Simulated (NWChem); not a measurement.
The numbers come from NWChem runs, not from measurements. System: I (+1), charge 1, spin multiplicity 3. Its SCF solution wasn't tested for a lower state. Level: UB3LYP/def2-TZVP with def2 effective core potentials on I, VWN1-RPA local correlation.

Part of the output:

```
             Northwest Computational Chemistry Package (NWChem) 7.3.0
             --------------------------------------------------------

                                NWChem Input Module
                                -------------------

 Scaling coordinates for geometry "geometry" by  1.889725989
 (inverse scale =  0.529177249)

                             Geometry "geometry" -> ""
                             -------------------------

 Output coordinates in angstroms (scale by  1.889725989 to convert to a.u.)

  No.       Tag          Charge          X              Y              Z
 ---- ---------------- ---------- -------------- -------------- --------------
    1 I                   53.0000     0.00000000     0.00000000     0.00000000

 Effective nuclear repulsion energy (a.u.)       0.0000000000

            Nuclear Dipole moment (a.u.)
            ----------------------------
        X                 Y               Z
 ---------------- ---------------- ----------------
     0.0000000000     0.0000000000     0.0000000000

      Symmetry information
      --------------------

 Group name             D2h
 Group number             26
 Group order               8
 No. of unique centers     1

      Symmetry unique atoms

     1


 Summary of "ao basis" -> "" (spherical)
 ------------------------------------------------------------------------------
       Tag                 Description            Shells   Functions and Types
 ---------------- ------------------------------  ------  ---------------------
 *                         def2-tzvp                  on all atoms

                                 NWChem DFT Module
                                 -----------------

 Summary of "ao basis" -> "ao basis" (spherical)
 ------------------------------------------------------------------------------
       Tag                 Description            Shells   Functions and Types
 ---------------- ------------------------------  ------  ---------------------
 I                         def2-tzvp                16       50   6s5p3d2f

 Summary of "ao basis" -> "ao basis" (spherical)
 ------------------------------------------------------------------------------
       Tag                 Description            Shells   Functions and Types
 ---------------- ------------------------------  ------  ---------------------
 I                         def2-tzvp                16       50   6s5p3d2f

      Symmetry analysis of basis
[...]
              MO Center= -3.7D-30, -7.1D-30,  3.2D-29, r^2= 2.7D+00
   Bfn.  Coefficient  Atom+Function         Bfn.  Coefficient  Atom+Function
  ----- ------------  ---------------      ----- ------------  ---------------
    35      0.951371  1 I  d  1              25     -0.266263  1 I  d  1
    30      0.101282  1 I  d  1

                     DFT Final Beta Molecular Orbital Analysis
                     -----------------------------------------

 Vector    9  Occ=1.000000D+00  E=-2.270242D+00  Symmetry=ag
              MO Center= -7.8D-17, -8.0D-17, -7.6D-17, r^2= 2.7D-01
   Bfn.  Coefficient  Atom+Function         Bfn.  Coefficient  Atom+Function
  ----- ------------  ---------------      ----- ------------  ---------------
    24      0.926456  1 I  d  0              29      0.127320  1 I  d  0

 Vector   10  Occ=1.000000D+00  E=-9.814004D-01  Symmetry=ag
              MO Center=  1.3D-34,  1.3D-34, -1.1D-34, r^2= 1.2D+00
   Bfn.  Coefficient  Atom+Function         Bfn.  Coefficient  Atom+Function
  ----- ------------  ---------------      ----- ------------  ---------------
     5      0.933333  1 I  s                  3     -0.631853  1 I  s
     2      0.589059  1 I  s                  4     -0.429577  1 I  s
     6      0.381740  1 I  s                  1     -0.279825  1 I  s

 Vector   11  Occ=1.000000D+00  E=-5.713528D-01  Symmetry=b1u
              MO Center=  3.7D-31, -7.1D-31, -3.2D-19, r^2= 1.8D+00
   Bfn.  Coefficient  Atom+Function         Bfn.  Coefficient  Atom+Function
  ----- ------------  ---------------      ----- ------------  ---------------
    18      0.596788  1 I  pz                12     -0.498299  1 I  pz
    15      0.425133  1 I  pz                21      0.178625  1 I  pz
     9     -0.063040  1 I  pz

 Vector   12  Occ=0.000000D+00  E=-5.032021D-01  Symmetry=b2u
              MO Center= -3.6D-32, -5.4D-19, -5.5D-32, r^2= 1.8D+00
   Bfn.  Coefficient  Atom+Function         Bfn.  Coefficient  Atom+Function
  ----- ------------  ---------------      ----- ------------  ---------------
    17      0.583534  1 I  py                11     -0.490348  1 I  py
    14      0.413543  1 I  py                20      0.205571  1 I  py
     8     -0.062153  1 I  py

 Vector   13  Occ=0.000000D+00  E=-5.032021D-01  Symmetry=b3u
              MO Center= -5.3D-19, -2.0D-33,  2.9D-32, r^2= 1.8D+00
   Bfn.  Coefficient  Atom+Function         Bfn.  Coefficient  Atom+Function
  ----- ------------  ---------------      ----- ------------  ---------------
    16      0.583534  1 I  px                10     -0.490348  1 I  px
    13      0.413543  1 I  px                19      0.205571  1 I  px
     7     -0.062153  1 I  px

 Vector   14  Occ=0.000000D+00  E=-4.924774D-02  Symmetry=b2g
              MO Center= -3.6D-31,  3.8D-34, -3.2D-32, r^2= 2.8D+00
   Bfn.  Coefficient  Atom+Function         Bfn.  Coefficient  Atom+Function
  ----- ------------  ---------------      ----- ------------  ---------------
    35      0.963238  1 I  d  1              25     -0.252881  1 I  d  1
    30      0.080885  1 I  d  1

   alpha - beta orbital overlaps
   -----------------------------

   alpha      1      2      3      4      5      6      7      8      9     10
    beta      1      3      2      4      6      5      8      7      9     10
 overlap   1.000  1.000  1.000  1.000  1.000  1.000  1.000  1.000  1.000  0.999

   alpha     11     12     13     14     15     16     17     18     19     20
    beta     13     12     11     18     17     14     15     16     21     20
 overlap   0.998  0.998  1.000  1.000  1.000  1.000  1.000  0.992  0.998  0.998

   alpha     21     22     23     24     25     26     27     28     29     30
    beta     19     22     23     24     25     26     27     28     29     30
 overlap   1.000  0.993  1.000  1.000  1.000  1.000  1.000  1.000  1.000  1.000

   alpha     31     32     33     34     35     36     37     38     39     40
    beta     31     32     34     33     35     36     37     39     38     40
 overlap   1.000  1.000  1.000  1.000  1.000  1.000  1.000  1.000  1.000  1.000

   alpha     41     42     43     44     45     46     47     48     49     50
    beta     41     43     42     44     45     47     46     48     49     50
 overlap   1.000  1.000  1.000  1.000  1.000  1.000  1.000  1.000  1.000  1.000

     --------------------------
     Expectation value of S2:
     --------------------------
      <S2> =      2.0023 (Exact =     2.0000)

 Task  times  cpu:        1.4s     wall:        1.4s

 Total times  cpu:        1.4s     wall:        1.4s
```

Write an NWChem input that would produce this output.

This is not unique; one that fits is 
```
start mol
memory heap 200 mb stack 900 mb global 1100 mb
charge 1
geometry units angstroms nocenter noautoz
  I      0.000000     0.000000     0.000000
  symmetry group D2h
end
basis spherical
  * library def2-tzvp
end
ecp
  I library def2-ecp
end
dft
  xc b3lyp
  odft
  mult 3
  semidirect memsize 60000000 filesize 0
  iterations 100
end
task dft energy
```
